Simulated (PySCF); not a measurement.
H$_{3}$NSi, singlet, at a GFN2-xTB geometry; DF-R2SCAN/cc-pVDZ (PySCF).

The PySCF input:
```python
from pyscf import gto, scf, dft

mol = gto.M(
    atom='''
Si   -0.255455    0.388379    0.504108
H    -0.602094    1.471446   -0.464436
N     0.414163   -0.686043   -0.649758
H     0.491473   -0.520457   -1.643751
H     0.787852   -1.585999   -0.401019
''',
    basis='cc-pvdz',
    charge=0,
    spin=0,
    verbose=4,
    max_memory=1800,
)

mf = dft.RKS(mol)
mf.xc = 'r2scan'
mf = mf.density_fit(auxbasis='def2-universal-jkfit')
mf.kernel()
```

It wrote (shortened):

```
PySCF version 2.14.0

[INPUT] verbose = 4
[INPUT] num. atoms = 5
[INPUT] num. electrons = 24
[INPUT] charge = 0
[INPUT] spin (= nelec alpha-beta = 2S) = 0
[INPUT] symmetry False subgroup None
[INPUT] Mole.unit = angstrom
[INPUT] Symbol           X                Y                Z      unit          X                Y                Z       unit  Magmom
[INPUT]  1 Si    -0.255455000000   0.388379000000   0.504108000000 AA   -0.482739987151   0.733929942532   0.952626057202 Bohr   0.0
[INPUT]  2 H     -0.602094000000   1.471446000000  -0.464436000000 AA   -1.137792761244   2.780629947087  -0.877656842388 Bohr   0.0
[INPUT]  3 N      0.414163000000  -0.686043000000  -0.649758000000 AA    0.782654640928  -1.296433379675  -1.227864667245 Bohr   0.0
[INPUT]  4 H      0.491473000000  -0.520457000000  -1.643751000000 AA    0.928749367618  -0.983521189613  -3.106239206980 Bohr   0.0
[INPUT]  5 H      0.787852000000  -1.585999000000  -0.401019000000 AA    1.488824506691  -2.997103743834  -0.757816080747 Bohr   0.0

nuclear repulsion = 50.9138362967421
number of shells = 19
number of NR pGTOs = 88
number of NR cGTOs = 47
basis = cc-pvdz
ecp = {}

******** <class 'pyscf.df.df_jk.DFRKS'> ********
method = DFRKS
initial guess = minao
damping factor = 0
level_shift factor = 0
DIIS = <class 'pyscf.scf.diis.CDIIS'>
diis_start_cycle = 1
diis_space = 8
diis_damp = 0
SCF conv_tol = 1e-09
SCF conv_tol_grad = None
SCF max_cycles = 50
direct_scf = False
XC library pyscf.dft.libxc version 7.1.2
    S. Lehtola, C. Steigemann, M. J. T. Oliveira, and M. A. L. Marques,  SoftwareX 7, 1–5 (2018)
XC functionals = r2scan
    J. W. Furness, A. D. Kaplan, J. Ning, J. P. Perdew, and J. Sun,  J. Phys. Chem. Lett. 11, 8208–8215 (2020)
    J. W. Furness, A. D. Kaplan, J. Ning, J. P. Perdew, and J. Sun,  J. Phys. Chem. Lett. 11, 9248–9248 (2020)
    J. W. Furness, A. D. Kaplan, J. Ning, J. P. Perdew, and J. Sun,  J. Phys. Chem. Lett. 11, 8208–8215 (2020)
    J. W. Furness, A. D. Kaplan, J. Ning, J. P. Perdew, and J. Sun,  J. Phys. Chem. Lett. 11, 9248–9248 (2020)
radial grids:
    Treutler-Ahlrichs [JCP 102, 346 (1995); DOI:10.1063/1.469408] (M4) radial grids

becke partition: Becke, JCP 88, 2547 (1988); DOI:10.1063/1.454033
pruning grids: <function nwchem_prune>
grids dens level: 3
symmetrized grids: False
atomic radii adjust function: <function treutler_atomic_radii_adjust>
small_rho_cutoff = 0
Set gradient conv threshold to 3.16228e-05
Initial guess from minao.
tot grids = 62512
init E= -345.940907317441
  HOMO = -0.235102156419988  LUMO = -0.110433918823676  gap/eV = 3.39240
cycle= 1 E= -345.923091644897  delta_E= 0.0178  |g|= 0.41  |ddm|= 1.87
  HOMO = -0.182378748045574  LUMO = -0.0410755095292576  gap/eV = 3.84506
cycle= 2 E= -345.740499217998  delta_E= 0.183  |g|= 0.912  |ddm|= 0.868
  HOMO = -0.179590930933304  LUMO = -0.0664792836072063  gap/eV = 3.07792
cycle= 3 E= -345.957036936727  delta_E= -0.217  |g|= 0.102  |ddm|= 0.72
  HOMO = -0.195672465357064  LUMO = -0.0768792023756855  gap/eV = 3.23253
cycle= 4 E= -345.961252988842  delta_E= -0.00422  |g|= 0.0148  |ddm|= 0.153
  HOMO = -0.19396237560429  LUMO = -0.0748839184185615  gap/eV = 3.24029
cycle= 5 E= -345.961336427647  delta_E= -8.34e-05  |g|= 0.00327  |ddm|= 0.0223
  HOMO = -0.193769649778355  LUMO = -0.0749886719246655  gap/eV = 3.23220
cycle= 6 E= -345.96133988959  delta_E= -3.46e-06  |g|= 0.000735  |ddm|= 0.00415
  HOMO = -0.193813099480614  LUMO = -0.0750459408977973  gap/eV = 3.23182
cycle= 7 E= -345.961340052256  delta_E= -1.63e-07  |g|= 0.000141  |ddm|= 0.00107
  HOMO = -0.193802618129435  LUMO = -0.075034257789941  gap/eV = 3.23185
cycle= 8 E= -345.961340060406  delta_E= -8.15e-09  |g|= 3.19e-05  |ddm|= 0.000341
  HOMO = -0.19380568483328  LUMO = -0.0750358031531144  gap/eV = 3.23189
cycle= 9 E= -345.961340060954  delta_E= -5.48e-10  |g|= 2.88e-06  |ddm|= 6.81e-05
  HOMO = -0.193806323926951  LUMO = -0.0750363204375164  gap/eV = 3.23190
Extra cycle  E= -345.961340060946  delta_E= 7.67e-12  |g|= 5.49e-06  |ddm|= 7.95e-06
converged SCF energy = -345.961340060946
```
